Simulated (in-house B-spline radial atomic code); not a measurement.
Ionising the krypton ion Kr²³⁺ with different functionals

Computed with a radial B-spline atomic code at the basis-set limit: non-relativistic Hamiltonian, point nucleus, spin-polarised at highest spin, spherical fractional occupations for the functionals, the average over the highest-spin determinants for Hartree-Fock. The ionisation energy is the difference of two self-consistent energies, [Ne] 3s2 3p1 → [Ne] 3s2, without Breit or QED terms; ε is the level of the shell that loses the electron (its least bound occupied spin orbital). There is no spin-orbit coupling in this Hamiltonian.

Hybrids are left out here: with spherical fractional occupations of an open shell their exact exchange keeps a self-interaction that integer-occupation calculations don't have.

```csv
method,rung,ΔSCF (eV),-ε(3p) (eV)
Hartree-Fock,Hartree-Fock,1035.23,1035.55
LDA PW92,LDA,1037.18,1012.75
RPBE,GGA,1036.63,1012.64
revTPSS,meta-GGA,1035.99,1012.26
M06-L,meta-GGA,1034.57,1011.28
```

(1) Among the functionals, which spreads more, the ΔSCF values or the orbital energies?

(2) How do they compare with the NIST value?

Results:

(1) The ΔSCF values: ΔSCF values span about 2.61 eV and the orbital energies 1.46 eV.

(2) NIST lists 1042 eV ± 5 (semi-empirical, ground level to ground level). Errors run from -7.43 to -4.82 eV; all lie within about twice that uncertainty, so the table can't rank the methods. Hartree-Fock also lacks correlation.
